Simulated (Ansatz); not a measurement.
Species: sum formula H6Si2O3, net charge 0, singlet state. 
Structure (B3LYP-D3(BJ)/def2-TZVP (Ansatz, a first-principles code) minimum search):
```xyz
11

O     -1.1515     0.5771     1.3434
Si    -0.2910     0.3175    -0.0330
O     -1.3285    -0.1281    -1.2227
O      0.4614     1.7603    -0.3213
Si     1.2439    -1.4378     0.1423
H     -0.8407     1.2728     1.9291
H     -2.1588     0.3516    -1.3052
H      1.0233     1.8354    -1.0967
H      0.5617    -2.7328     0.3725
H      2.1697    -1.1782     1.2731
H      2.0539    -1.5389    -1.0984
```
Charge 0, spin multiplicity 1.

Property: atomisation energy (electronic, to ground-state atoms); the coupled-cluster value holds the core correlation from cc-pwCVTZ, in kJ/mol. Correlated levels leave the core frozen unless marked. Open shells are spin-unrestricted. Spin-orbit coupling is left out. Non-relativistic. Basis-set limits of correlation are two-point, X^-3; Hartree-Fock from the larger set.

Level to compare with: CCSD(T)/CBS(aug-cc-pV(T+d)Z,aug-cc-pV(Q+d)Z) plus the core term (Ansatz), 4050.3 kJ/mol. It is a level with limits of its own, and the differences hold the functionals' basis error too.

**Question.** Rank these functionals by how close they come to CCSD(T)/CBS(aug-cc-pV(T+d)Z,aug-cc-pV(Q+d)Z), closest first: r2SCAN0/def2-TZVPD (Ansatz); PBE/def2-TZVPD (Ansatz); revPBE/def2-TZVPD (Ansatz); LC-wPBE/def2-TZVPD (Ansatz).

**Answer.** PBE/def2-TZVPD (GGA, 3999.4 kJ/mol, difference -50.9), LC-wPBE/def2-TZVPD (range-separated hybrid, 3965.7 kJ/mol, difference -84.6), r2SCAN0/def2-TZVPD (hybrid meta-GGA, 3919.6 kJ/mol, difference -130.7), revPBE/def2-TZVPD (GGA, 3853.4 kJ/mol, difference -196.9)
